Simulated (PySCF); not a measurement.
C6H7F3SSi, SMILES F[Si](F)(F)CCc1cccs1 (GFN2-xTB optimised geometry):

```
18

F     -3.458    -2.333     0.573
Si    -2.225    -2.371     1.571
F     -2.877    -2.573     3.004
F     -1.521    -3.759     1.255
C     -1.078    -0.893     1.435
C     -0.444    -0.741     0.037
C      0.484     0.425     0.000
C      1.843     0.425     0.000
C      2.401     1.724     0.000
C      1.456     2.695     0.006
S     -0.136     2.046     0.009
H     -1.618     0.028     1.669
H     -0.274    -0.973     2.171
H      0.114    -1.644    -0.217
H     -1.235    -0.609    -0.705
H      2.433    -0.475    -0.006
H      3.458     1.920    -0.004
H      1.587     3.759     0.009
```

Computed with PySCF with B3LYP/def2-SVP.

What are the frontier orbital energies and the dipole moment?

HOMO-2 -9.48 eV, HOMO-1 -7.17 eV, HOMO -6.60 eV, LUMO -0.67 eV, LUMO+1 0.61 eV; dipole moment 3.02 D.

Meta-Löwdin charges at B3LYP/def2-SVP: F1 -0.46, Si2 1.54, F3 -0.46, F4 -0.46, C5 -0.43, C6 -0.16, C7 -0.10, C8 -0.14, C9 -0.13, C10 -0.23, S11 0.23, H12 0.12, H13 0.12, H14 0.10, H15 0.10, H16 0.11, H17 0.11, H18 0.12.
